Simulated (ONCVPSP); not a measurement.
What one change does to a pseudopotential (lithium (Li), ONCV)

Li, optimised norm-conserving Vanderbilt (ONCV), made with ONCVPSP 4.0.1 (PBEsol, non-relativistic). Core none, reference 1s2 2p1. Waves: 1s: rc 0.45 bohr, ncon 4, nbas 9, qcut 13.2 1/bohr, 1 projector; 2p: rc 4.00 bohr, ncon 3, nbas 8, qcut 1.8 1/bohr, 2 projectors, debl 1.8 Ha. Local part: polynomial inside 0.30 bohr (lpopt 1, dvloc0 0 Ha). Core correction: none.

All-electron outer shells of the reference configuration (PBEsol, non-relativistic, ld1.x):

```json
{"shell": "1s", "level (eV)": "-52.92", "outermost node (bohr)": "–", "outermost maximum (bohr)": "0.36"}
{"shell": "2p", "level (eV)": "-1.54", "outermost node (bohr)": "–", "outermost maximum (bohr)": "3.96"}
```

Change: p: qcut 1.3.

Cutoffs: the cutoffs (Ha) at which the residual kinetic energy of the hardest occupied pseudo-wave falls to 1 and 0.1 mHa per electron; they do not see the model core or the augmentation charge, which bear on the density cutoff. Errors are all-electron minus pseudo energies relative to the spin-unpolarised reference configuration.

Q: What does the change do?

A: The potential gets neither clearly harder nor softer (634 Ha and 1147 Ha → 634 Ha and 1147 Ha); the s channel sets the loose cutoff, while the largest relative change is in p, which becomes harder; of the 3 tests that both files solve, the error grows in 2 and shrinks in 0 by more than 15 % and 0.3 meV (median size 23.8 → 30.2 meV); neither file shows a bound ghost.

| quantity | base | changed |
| --- | --- | --- |
| cutoff, loose | 634 Ha | 634 Ha |
| cutoff, tight | 1147 Ha | 1147 Ha |
| loose cutoff by channel | s 634 Ha, p 1.3 Ha | s 634 Ha, p 2.0 Ha |
| bound ghosts | none | none |
| GHOST(+) flags under 300 eV | none | none |
| tests with a reliable result | 3 of 4 | 3 of 4 |
| error for 1s2 2s1 2p0, meV [ΔE -1.76 eV] | -24 | -30 |
| error for 1s2 2p0, meV [ΔE 3.43 eV] | +35 | +45 |
| error for 1s2 2s0.5 2p0, meV [ΔE 0.25 eV] | -0.4 | -0.2 |
| s: phases at 0.46 bohr within 0.05 rad from the reference energy up to (Ha; the scan ends near 5) | to the end of the scan | to the end of the scan |
| p: phases at 4.07 bohr within 0.05 rad from the reference energy up to (Ha; the scan ends near 5) | 0.1 | 0.4 |
